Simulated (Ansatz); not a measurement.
Species: C2H2O2, SMILES `O=C1CO1` (charge 0, multiplicity 1).

Task: Give a relaxed geometry from Ansatz (an electronic-structure program) with r2SCAN-D4/def2-TZVP.

Result: the end point of this relaxation (outside a Z-matrix the atoms follow the SMILES, hydrogens last).
Bonds (Å): O1–C2 1.185, C2–C3 1.445, C2–O4 1.331, C3–O4 1.529, C3–H5 1.085, C3–H6 1.085. Angles (°): O1–C2–C3 154.6, O1–C2–O4 138.7, C3–C2–O4 66.7, C2–C3–O4 53.1, C2–C3–H5 120.7, C2–C3–H6 120.7, O4–C3–H5 113.0, O4–C3–H6 113.0, H5–C3–H6 117.2, C2–O4–C3 60.2.
